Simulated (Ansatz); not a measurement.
MoH₄, SMILES [MoH4] (connectivity only; charge and spin as stated), neutral, multiplicity 3.

Coordinates come from a B3LYP-D3(BJ)/def2-TZVPD optimisation. The spin state was assumed, not searched. The def2 effective core potentials stand for the cores of Mo; spin–orbit coupling is left out.

Two levels are set side by side: PBE/def2-TZVPD (Ansatz, a quantum-chemistry and plane-wave program) and CAM-B3LYP/def2-TZVPD (Ansatz). Energy differences of separate SCF runs at the same geometry; the states with an electron removed or added have multiplicity 2 and 4. Differences are taken from unrounded values.

```
quantity                         CAM-B3LYP
-------------------------------  ---------
vertical ionisation energy (eV)       9.50
vertical electron affinity (eV)       0.63
```

What does PBE give, and how far is it from CAM-B3LYP? (An estimate is asked for; the answer gives what the named calculation found.)


| quantity | PBE | PBE minus CAM-B3LYP |
|---|---|---|
| vertical ionisation energy (eV) | 9.28 | -0.22 |
| vertical electron affinity (eV) | 0.49 | -0.14 |
